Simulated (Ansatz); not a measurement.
Consider the ligand exchange at the Si–O bond: `O[SiH2]I` + HCl → `Cl[SiH2]I` + H₂O.

Computed with Ansatz on PBE0-D4/def2-TZVP structures; ΔE is electronic, products minus reactants. CCSD(T)/CBS is the MP2 limit (def2-TZVPP, def2-QZVPP) plus CCSD(T) − MP2 in def2-TZVPP, frozen cores. This one scheme is used for every species. DFT in def2-TZVPP. Elements past krypton have def2 core potentials. For I outer-core shells are correlated without core-valence functions, which leaves a few kJ/mol of doubt a bond. One conformer a species, not always the lowest.

```json
{"level": "PBE0-D4", "ΔE (kcal/mol)": "-0.6"}
{"level": "PBE-QIDH", "ΔE (kcal/mol)": "0.2"}
{"level": "CCSD(T)/def2-SVP", "ΔE (kcal/mol)": "1.4"}
{"level": "CCSD/def2-TZVPP", "ΔE (kcal/mol)": "1.8"}
```

Task: What does CCSD(T)/CBS give? (Best estimate.)

Result: Computed: 0.0 kcal/mol. The listed levels differ from it by -0.6, 0.2, 1.4, 1.8 kcal/mol.

Largest T1 diagnostic among the species: 0.009.

In def2-TZVPP, CCSD(T) changes the Hartree–Fock value by −1.3 kcal/mol (the triples alone add −0.3 kcal/mol) and MP2 by −2.2 kcal/mol. At CCSD(T), def2-SVP lies +1.4 kcal/mol from the extrapolated value and def2-TZVPP +1.5 kcal/mol. Leaving LDA and LC-ωPBE aside and taking each functional with its dispersion term where it has one, the values, not all of them listed here, spread over 3.2 kcal/mol, from revPBE-D4 to CAM-B3LYP-D4. LDA lies +1.4 kcal/mol from PBE without D4.
